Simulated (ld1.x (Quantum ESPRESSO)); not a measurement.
# Transferability test, RRKJ potential for mercury (Hg)

* Element: Hg (Z = 80)
* Generator: ld1.x (Quantum ESPRESSO) 7.5
* Type: norm-conserving RRKJ (Kleinman–Bylander form)
* Functional: LDA (PZ)
* Relativity: non-relativistic
* Frozen core: [Xe] 4f14
* Valence charge: 12
* Reference configuration: 5d10 6s1.5 6p0.5
* Partial waves: 6s (bound): rc 2.20 bohr; 6p (bound): rc 2.55 bohr; 5d (bound): rc 1.35 bohr
* Local potential: all-electron potential smoothed inside 1.70 bohr (lloc = -1)
* Core correction: a·sin(br)/r model core inside 1.00 bohr
* rho0: 0.02

Energies are relative to the spin-unpolarised reference configuration 5d10 6s1.5 6p0.5; without spin polarisation the order of configurations can differ from experiment. Spin-polarised rows fill each open shell by Hund’s rule, majority spin first. Not all tests gave a result: 2 of 9 tests not solved or not reliable. Left out of the table: 5d9 6s2 6p1 (solver errors, printed error -2.8 eV); 5d10 6s0 6p2 (solver errors, printed error -10.9 eV).

Task: Give the all-electron excitation energy and the error of the potential for: 5d10 6s2 6p0; 5d10 6s1 6p0; 5d10 6s0 6p0; 5d9 6s0 6p0; 5d9 6s2 6p0; 5d10 6s1.5 6p0.5 (spin-polarised); 5d10 6s1 6p0 (spin-polarised).

Result:

```tsv
valence configuration	charge	ΔE all-electron (eV)	error AE − PS (meV)
5d10 6s2 6p0	0	-2.078	-0.2
5d10 6s1 6p0	+1	6.941	-2.2
5d10 6s0 6p0	+2	23.325	-17
5d9 6s0 6p0	+3	60.057	-40
5d9 6s2 6p0	+1	15.970	-69
5d10 6s1.5 6p0.5 (spin-polarised)	0	-0.111	+0.6
5d10 6s1 6p0 (spin-polarised)	+1	6.771	-1.8
```

Levels in the configuration 5d10 6s0 6p0:

```json
{"level": "5d", "all-electron (eV)": "-29.864", "pseudo (eV)": "-29.812"}
```

Note: ghost states, extra bound levels that the all-electron valence spectrum of the same l lacks: s at -69.2 eV, p at -11.7 eV. A true bound ghost makes a file unfit for plane-wave use.
